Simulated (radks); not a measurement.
Results of a calculation; reference values are marked as such.
Species: La27+. Configuration: [Ar] 3d10 4s2 (the NIST ground configuration). Code: a radial shooting solver on a logarithmic mesh with Libxc functionals. Model: scalar-relativistic Kohn-Sham, LDA (Slater exchange, VWN5 correlation), spin-polarised, spherical densities, finite nucleus; Fermi nuclear charge, rms radius 4.855 fm. Some entries of the table are withheld. Estimate them.

orbital,occ.,eigenvalue (eV),<1/r> (bohr^-1),<r> (bohr)
1s,2,-39618.86,61.95,0.02509
2s,2,-7051.068,(1),0.1073
2p,6,-6419.062,13.57,0.09406
3s,2,-2151.465,5.254,(2)
3p,6,-1949.031,4.995,0.2780
3d,10,(3),4.753,0.2528
4s,2,-985.6166,(4),0.5789

Answer. 
(1) 2s <1/r> (bohr^-1): 14.29
(2) 3s <r> (bohr): 0.2812
(3) 3d eigenvalue (eV): -1663.387
(4) 4s <1/r> (bohr^-1): 2.492
